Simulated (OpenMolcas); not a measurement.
**Ir5+: effect of the metal basis**

Ir5+ with 6 ligands (fluoride) in octahedral coordination (Oh) at 1.88 Å. A charge of +0.167 e stands 2.6 Å behind each ligand.

* Program: OpenMolcas
* Method: SS-CASPT2, IPEA 0.25 Eh, imaginary shift 0.1 Eh (closed shells correlated: 5s 5p and the ligand valence shells)
* Spin-orbit coupling: state interaction with AMFI integrals over the reference wave functions

Fixed: ligand basis ANO-RCC-VDZP, active space 4 electrons in 5 orbitals (5d), DKH2 Hamiltonian.

States (labels of O, the rotations of Oh). Energies in cm-1 above the lowest state or level, χT in cm3 K/mol; under a threefold ground state the first gap can be a small split of the lowest multiplet, not the spin-orbit step.

| Run | Metal basis | Ground state | First state of that spin | First gap with spin-orbit (degeneracies) | χT at 300 K | First state of another spin | Cost |
| --- | --- | --- | --- | --- | --- | --- | --- |
| A | ANO-RCC-VDZP | 3T1 | 3E 34120 | 4970 (1, 3) | 0.137 | 1T2 5700 | roughly 5 core-minutes |
| B | ANO-RCC-VTZP | 3T1 | 3E 33870 | 4860 (1, 3) | 0.142 | 1E 5600 | roughly 7 core-minutes |

Against A, the first state of the same spin changes by -0.7 % in B.

Costs are those of the CASPT2 steps.

Roots that are degenerate in the reference are averaged as groups; the widest CASPT2 spread within a group is 2500 cm-1 (the 3-fold group of multiplicity 1 near 93300 cm-1 above the lowest state of its run, A). Shifts and gaps below about the spread of the groups concerned are not significant. Over all roots computed the reference weight is 0.63 to 0.68 in A, 0.63 to 0.68 in B; a low but even weight reflects the number of correlated electrons. Ligand-to-metal charge-transfer states are missing. With no ligand orbital active B as a rule stays too high, so bands that hang on it stand too high and its fall with covalency is understated. With one d shell and no ligand orbital active, 10Dq can be off by a tenth or more. The least metal-like active orbital is 66 % on the metal (Löwdin) and no ligand orbital is active, so the numbers are rough, and ground spin, moment and any spin crossover can be artefacts of this space; highly charged d ions in such sites are as a rule low spin (holds for A). The least metal-like active orbital is 67 % on the metal (Löwdin) and no ligand orbital is active, so the numbers are rough, and ground spin, moment and any spin crossover can be artefacts of this space; highly charged d ions in such sites are as a rule low spin (holds for B). No measured value stands beside these numbers; the geometry is a model, was not optimised and need not be the one that this ion takes.
